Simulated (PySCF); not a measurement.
**Induced dipoles and field energies**

Compound: C10H12O2.
Cartesian coordinates in Å at the PBE0-D3(BJ)/def2-SVP level; atoms count from 1:
```
atom  x, y, z in Å
C1    -3.369    0.155    0.106
C2    -2.198   -0.145    1.015
C3    -2.135    0.741    2.244
O4    -1.010    0.047    0.228
C5     0.067   -0.675    0.549
O6     0.091   -1.476    1.452
C7     1.231   -0.381   -0.332
C8     1.161    0.551   -1.373
C9     2.280    0.786   -2.167
C10    3.467    0.095   -1.926
C11    3.538   -0.835   -0.887
C12    2.422   -1.073   -0.092
H13   -4.316    0.010    0.645
H14   -3.328    1.196   -0.250
H15   -3.362   -0.512   -0.769
H16   -2.214   -1.200    1.332
H17   -3.042    0.613    2.853
H18   -1.267    0.477    2.864
H19   -2.057    1.800    1.953
H20    0.226    1.084   -1.549
H21    2.226    1.513   -2.982
H22    4.344    0.282   -2.551
H23    4.468   -1.375   -0.698
H24    2.447   -1.794    0.728
```

Level: CAM-B3LYP/def2-SVPD (PySCF); nuclei fixed, core orbitals frozen in the response. Permanent dipole (-0.470, 1.421, -1.333) D (1 au = 2.5417 D). Static polarisability (au):

```
x   152.41  -9.72 -22.43
y    -9.72 102.17 -17.97
z   -22.43 -17.97 118.75
```

Only the terms in μ and α are kept: μ(F) = μ + αF and ΔE = −μ·F − ½ F·αF.

Task: Apply 0.003 au along ±x, ±y and ±z in turn. Tabulate induced and total dipoles and both energy terms.

Result: 
```csv
field along,induced x (D),induced y (D),induced z (D),total size (D),−μ·F (kJ/mol),−½F·αF (kJ/mol)
+x,1.162,-0.074,-0.171,2.134,+1.456,-1.801
−x,-1.162,0.074,0.171,2.500,-1.456,-1.801
+y,-0.074,0.779,-0.137,2.701,-4.403,-1.207
−y,0.074,-0.779,0.137,1.414,+4.403,-1.207
+z,-0.171,-0.137,0.905,1.497,+4.131,-1.403
−z,0.171,0.137,-0.905,2.744,-4.131,-1.403
```

Task: For the field (0.0000, -0.0024, 0.0000) au, what is the induced dipole, and what angle does it make with the field?

Result: αF = (0.059, -0.623, 0.110) D, at 11.3° to the field. The polarisability along this direction, F·αF/F², is 102.17 au, against a mean of 124.44 au.

Task: At what field along the permanent dipole would the induced dipole along it equal the permanent one, in this linear picture?

Result: The polarisability along the dipole is 125.45 au, so F = 0.7885 au / 125.45 au = 0.0063 au = 0.32 V/Å; higher-order terms are ignored.

Task: What field makes μF equal to kT at 200 K?

Result: kT = 0.6334 × 10⁻³ Eh, so F = 0.000803 au = 4.13 MV/cm.

Task: Induction energy −ᾱe²/2R⁴ of a unit charge at 7 Å, the molecule taken as a point?

Result: R = 13.23 bohr, so the energy is −124.4/(2 × 13.23⁴) Eh = -5.34 kJ/mol. The charge–dipole term at its most favourable orientation, −μe/R², is -11.8 kJ/mol.

The structure is a single PBE0-D3(BJ)/def2-SVP conformer in the gas phase; no vibrational or solvent corrections.
